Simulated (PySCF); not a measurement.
C7H8O3S2.
Atom-mapped SMILES: `[CH3:1][S:2][c:3]1[cH:4][cH:5][c:6]([S:7](=[O:8])(=[O:9])[OH:10])[cH:11][cH:12]1` (hydrogens: H13, H14, H15 on C1; H16 on C4; H17 on C5; H18 on O10; H19 on C11; H20 on C12)

Structure used (PBE0-D3(BJ)/def2-SVP), in Å, numbered top down from 1:
```xyz
20
C7H8O3S2 angstrom
C     -4.0580    0.5323   -0.1082
S     -3.3070   -0.6069    1.0621
C     -1.5970   -0.5123    0.6869
C     -0.7440   -1.3184    1.4646
C      0.6229   -1.3168    1.2440
C      1.1518   -0.4971    0.2439
S      2.8930   -0.4841   -0.0311
O      3.1607    0.1661   -1.3038
O      3.4246   -1.7814    0.3157
O      3.4309    0.5234    1.1269
C      0.3257    0.2996   -0.5419
C     -1.0485    0.2921   -0.3217
H     -3.8988    0.2126   -1.1482
H     -5.1349    0.5061    0.1063
H     -3.6956    1.5606    0.0348
H     -1.1672   -1.9565    2.2442
H      1.2867   -1.9540    1.8314
H      3.5173    1.4024    0.7280
H      0.7615    0.9092   -1.3360
H     -1.6859    0.9144   -0.9498
```

Computed with PBE0-D3(BJ)/def2-SVP geometry optimisation, gas phase in PySCF.

Take the most abundant isotopes and a rigid rotor. The values belong to one conformer with, in the numbering `[CH3:1][S:2][c:3]1[cH:4][cH:5][c:6]([S:7](=[O:8])(=[O:9])[OH:10])[cH:11][cH:12]1`, C1–S2–C3–C4 180°, C5–C6–S7–O8 166°, C6–S7–O10–H -96°.

Problem. Give the principal moments of inertia and the rotational constants in GHz.

Solution. Ia = 228.11, Ib = 1537.09, Ic = 1659.34 u·Å²; 505379 MHz·u·Å²/I gives 2216, 328.8 and 304.6 MHz, that is A = 2.2156, B = 0.3288, C = 0.3046 GHz.

Problem. What kind of rotor is it?

Solution. A near-prolate asymmetric top: κ = (2 × 328.8 − 2216 − 304.6)/(2216 − 304.6) = -0.97.

Problem. Is it planar, by Δ = Ic − Ia − Ib?

Solution. Not planar: Δ = Ic − Ia − Ib = -105.85 u·Å². For a rigid frame Δ = −2 Σ m c², so Σ m c² = 52.92 u·Å² lies off the ab plane: 5.09 from hydrogen and 47.83 from heavier atoms. The atom farthest from that plane is 1.84 Å away.

Problem. Give the other two planar moments, Paa and Pbb, and the rms extents of the mass along the axes.

Solution. Paa = Σ m a² = (Ib + Ic − Ia)/2 = 1484.16 and Pbb = Σ m b² = (Ia + Ic − Ib)/2 = 175.18 u·Å². With the mass M = 203.99 u, the rms extents √(P/M) along a, b and c are 2.70, 0.93, 0.51 Å.

Problem. Where do the levels up to J = 2 lie, in K?

Solution. Above 0(0,0), as E/k:
J = 1: 1(0,1) 0.030, 1(1,1) 0.121, 1(1,0) 0.122
J = 2: 2(0,2) 0.091, 2(1,2) 0.181, 2(1,1) 0.184, 2(2,1) 0.456, 2(2,0) 0.456
Those of J = 1 are B + C, A + C and A + B.

Problem. Which types of transition are allowed, and where do some lines up to J = 4 fall?

Solution. The dipole components are |μa| = 4.84 D, |μb| = 2.18 D, |μc| = 2.12 D. Intensities carry the squares of the components, which stand as 1.00 : 0.20 : 0.19 (a : b : c). Some lines, for components of 0.1 D or more:

```json
{"type": "a", "branch": "R", "J(Ka,Kc)": "2(1,2) ← 1(1,1)", "MHz": "1242", "lower level (cm⁻¹)": "0.084"}
{"type": "c", "branch": "Q", "J(Ka,Kc)": "3(1,3) ← 3(0,3)", "MHz": "1827", "lower level (cm⁻¹)": "0.127"}
{"type": "a", "branch": "R", "J(Ka,Kc)": "3(1,3) ← 2(1,2)", "MHz": "1864", "lower level (cm⁻¹)": "0.126"}
{"type": "a", "branch": "R", "J(Ka,Kc)": "3(0,3) ← 2(0,2)", "MHz": "1899", "lower level (cm⁻¹)": "0.063"}
{"type": "a", "branch": "R", "J(Ka,Kc)": "3(2,1) ← 2(2,0)", "MHz": "1901", "lower level (cm⁻¹)": "0.317"}
{"type": "b", "branch": "Q", "J(Ka,Kc)": "4(1,3) ← 4(0,4)", "MHz": "2023", "lower level (cm⁻¹)": "0.211"}
{"type": "a", "branch": "R", "J(Ka,Kc)": "4(1,3) ← 3(1,2)", "MHz": "2581", "lower level (cm⁻¹)": "0.193"}
{"type": "c", "branch": "R", "J(Ka,Kc)": "2(1,1) ← 1(0,1)", "MHz": "3202", "lower level (cm⁻¹)": "0.021"}
{"type": "b", "branch": "R", "J(Ka,Kc)": "3(1,3) ← 2(0,2)", "MHz": "3726", "lower level (cm⁻¹)": "0.063"}
{"type": "b", "branch": "R", "J(Ka,Kc)": "4(1,4) ← 3(0,3)", "MHz": "4312", "lower level (cm⁻¹)": "0.127"}
{"type": "c", "branch": "R", "J(Ka,Kc)": "4(1,3) ← 3(0,3)", "MHz": "4554", "lower level (cm⁻¹)": "0.127"}
{"type": "b", "branch": "Q", "J(Ka,Kc)": "4(2,2) ← 4(1,3)", "MHz": "5579", "lower level (cm⁻¹)": "0.279"}
{"type": "b", "branch": "Q", "J(Ka,Kc)": "2(2,0) ← 2(1,1)", "MHz": "5661", "lower level (cm⁻¹)": "0.128"}
{"type": "b", "branch": "Q", "J(Ka,Kc)": "2(2,1) ← 2(1,2)", "MHz": "5733", "lower level (cm⁻¹)": "0.126"}
{"type": "b", "branch": "Q", "J(Ka,Kc)": "3(2,2) ← 3(1,3)", "MHz": "5769", "lower level (cm⁻¹)": "0.188"}
{"type": "b", "branch": "R", "J(Ka,Kc)": "2(2,1) ← 1(1,0)", "MHz": "6951", "lower level (cm⁻¹)": "0.085"}
{"type": "b", "branch": "Q", "J(Ka,Kc)": "4(3,2) ← 4(2,3)", "MHz": "9495", "lower level (cm⁻¹)": "0.465"}
{"type": "c", "branch": "R", "J(Ka,Kc)": "3(3,1) ← 2(2,1)", "MHz": "11395", "lower level (cm⁻¹)": "0.317"}
{"type": "b", "branch": "R", "J(Ka,Kc)": "3(3,0) ← 2(2,1)", "MHz": "11395", "lower level (cm⁻¹)": "0.317"}
{"type": "b", "branch": "R", "J(Ka,Kc)": "4(3,2) ← 3(2,1)", "MHz": "12027", "lower level (cm⁻¹)": "0.380"}
{"type": "c", "branch": "Q", "J(Ka,Kc)": "4(4,1) ← 4(3,1)", "MHz": "13292", "lower level (cm⁻¹)": "0.781"}
{"type": "b", "branch": "Q", "J(Ka,Kc)": "4(4,0) ← 4(3,1)", "MHz": "13292", "lower level (cm⁻¹)": "0.781"}
{"type": "b", "branch": "Q", "J(Ka,Kc)": "4(4,1) ← 4(3,2)", "MHz": "13292", "lower level (cm⁻¹)": "0.781"}
{"type": "b", "branch": "R", "J(Ka,Kc)": "4(4,1) ← 3(3,0)", "MHz": "15826", "lower level (cm⁻¹)": "0.697"}
{"type": "c", "branch": "R", "J(Ka,Kc)": "4(4,0) ← 3(3,0)", "MHz": "15826", "lower level (cm⁻¹)": "0.697"}
{"type": "c", "branch": "R", "J(Ka,Kc)": "4(4,1) ← 3(3,1)", "MHz": "15826", "lower level (cm⁻¹)": "0.697"}
```

Problem. Estimate the classical rotational partition function at 10 K, 25 K and 500 K.

Solution. Point group C1, symmetry number σ = 1; q = (√π/σ)·√((kT/h)³/(ABC)), k/h = 20836.6 MHz/K: 11300 at 10 K, 44700 at 25 K, 4000000 at 500 K.

No frequency check. No vibrational averaging or centrifugal distortion is included, and the geometry carries the error of its method. A rigid rotor knows nothing of internal rotation, which can split or shift real lines.
